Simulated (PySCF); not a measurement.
**Worked example: oscillator strength and radiative lifetime**

H2MgOSe, SMILES [SeH][Mg][OH].

Geometry optimised at PBE0-D3(BJ)/def2-TZVP. The geometry has at least one imaginary mode, so it is a saddle point at that level. One conformer was computed; it need not be the lowest.

PySCF with TDDFT-M06-2X/def2-SVPD puts the first singlet state with f over 0.02 at 4.36 eV (vertical), with the transition dipole (0.000, 0.000, 0.675) in atomic units.

Find the oscillator strength, the wavelength and the radiative lifetime that this transition would have in vacuum if emission retraced absorption.


|μ|² = 0.4556 au, so |μ| = 1.72 D. ΔE = 4.36/27.211 = 0.1602 hartree. f = (2/3) ΔE |μ|² = 0.049 (the program prints 0.049).
λ = 1239.84/4.36 = 284 nm; ν = 35166 cm⁻¹.
Einstein's coefficient A = 0.6670 ν² f s⁻¹ (ν in cm⁻¹) = 4.0e7 s⁻¹, so τ = 1/A = 25 ns. This state is S1. The figure is the radiative limit of this one transition; relaxation, internal conversion, crossing to triplets and a medium change what is measured.
